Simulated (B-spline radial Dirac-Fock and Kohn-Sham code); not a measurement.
Run log: Cd

ΔSCF core binding energies without Breit or QED terms, calculated with a radial B-spline solver. Keys: rel is the Hamiltonian (dirac, or spin-free x2c and nr, where L3 and M5 stand for the whole 2p and 3d shells), method is hf or an exchange,correlation pair (spin-unpolarised, also for the hole states), nuc the nuclear model, radius_factor scales its radius, rmax is the box in bohr, h the logarithmic mesh step, order the B-spline order, points the quadrature points per cell, c_factor scales the speed of light, and damp, ndamp, maxit and tol steer the iteration. The run stops when the commutator error falls below 10·tol·max(1, Z/10), or the numerical noise floor, and the energy has settled to about 1e-8 Ha; the virial ratio is −V/T.

Input (task.json):

```json
{"items": [{"Z": 48, "q": 0, "cfg": [[1, 0, 2], [2, 0, 2], [2, 1, 6], [3, 0, 2], [3, 1, 6], [3, 2, 10], [4, 0, 2], [4, 1, 6], [4, 2, 10], [5, 0, 2]], "A": 114, "rrms": 4.6087, "do": "settings", "holes": ["K", "L3", "M5"],
  "settings": [{"rel": "dirac", "method": "hf", "nuc": "fermi", "radius_factor": 100000.0, "rmax": 45.0, "h": 0.3, "order": 8, "points": 10, "c_factor": 1.0, "maxit": 72, "damp": 0.5, "ndamp": 3, "tol": 1e-08}]}]}
```

Command: `python xray2_run.py task.json out`

Ground-state iterations:

```
iter   energy (Ha)        error
   1      -68.06360444  2.28e-01
   2      -53.80733446  1.02e+00
   3     -118.88477713  1.38e-01
   4     -121.08579435  7.76e-02
   5     -121.77475032  2.62e-02
   6     -121.78414516  2.37e-02
   7     -121.88964734  2.05e-03
   8     -121.89092133  3.49e-04
   9     -121.89098570  8.73e-05
  10     -121.89098951  1.32e-05
  11     -121.89098964  3.26e-06
  12     -121.89098966  9.06e-07
  13     -121.89098966  3.32e-07
```

The ground state converged in 13 iterations, with total energy -121.89099 Ha, virial ratio 22.43025 and highest orbital energy -0.87 eV. ΔSCF binding energies: K (1s) 15.61 eV, L3 (2p3/2) 14.44 eV, M5 (3d5/2) 12.18 eV.

Question: One setting is unsound. Which, and why?

Answer: radius_factor inflates the nucleus far beyond its size, which weakens the binding of the inner electrons. With the default settings (Dirac Hartree-Fock): The ground state converged in 11 iterations, with total energy -5593.31918 Ha, virial ratio 1.95354 and highest orbital energy -7.66 eV. ΔSCF binding energies: K (1s) 26802.0 eV, L3 (2p3/2) 3551.7 eV, M5 (3d5/2) 411.5 eV.
